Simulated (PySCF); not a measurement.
A GIAO shielding run with PySCF 2.14 (density fitting, non-relativistic, gas phase) on `[SiH3]SCO[SiH]1CCC1`, C$_{4}$H$_{12}$OSSi$_{2}$:

```
$ OMP_NUM_THREADS=1 python probes_run.py task.json out

{"job": {"kind": "nmr", "xc": "PBE0", "basis": "pcSseg-1"}, "charge": 0, "multiplicity": 1}
Si    -3.450276     0.372974     0.029497
S     -2.505888    -0.254795    -1.796035
C     -1.332653    -1.447202    -1.082809
O     -0.565293    -0.899127    -0.087023
Si     0.546873     0.283647    -0.248608
C      2.378783    -0.172013    -0.507411
C      2.726059     0.558547     0.804238
C      1.326700     0.676141     1.433238
H     -2.501773     1.158779     0.806560
H     -3.845665    -0.844858     0.728097
H     -4.579646     1.148678    -0.451128
H     -0.726106    -1.802484    -1.919344
H     -1.908951    -2.276123    -0.664669
H      0.069994     1.401289    -1.061406
H      2.588294    -1.238166    -0.433404
H      2.911672     0.207556    -1.374588
H      3.445705     0.028236     1.425922
H      3.125976     1.547439     0.588490
H      1.161328    -0.082471     2.194115
H      1.129716     1.644632     1.881728
```

Hardware: 1 thread of an Intel Xeon Platinum 8259CL, shared host. The job also computes population analyses, field gradients, ring-centre shieldings.

Question: How large is the calculation?

Answer: 88 electrons, 217 basis functions and 1196 auxiliary functions.

Question: How long does it take, and how much memory does it need?

Answer: 60 s of wall time, with 13 SCF cycles and 5 response iterations; peak memory 1.1 GiB. Times on a shared host scatter by some tens of per cent.
